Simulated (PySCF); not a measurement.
Z-matrix (Å, degrees):
```
Si
H 1 1.4796
H 1 1.4796 2 112.73
Si 1 2.3373 2 118.66 3 -145.26
H 4 1.4796 1 118.66 2 143.20
H 4 1.4796 5 112.73 1 145.26
Si 1 2.3373 2 118.66 3 145.26
H 7 1.4796 1 118.66 2 -143.20
H 7 1.4796 8 112.73 1 -145.26
```
Charge 0, multiplicity 1.

Problem. What is the computed dipole moment, HOMO–LUMO gap and total energy (PySCF with PBE-D3(BJ)/def2-TZVP // B3LYP-D3(BJ)/def2-TZVP)?

Solution. 
```yaml
dipole_moment: 0.00 D
HOMO–LUMO gap: 3.97 eV
total_energy: -871.6134 Ha
```
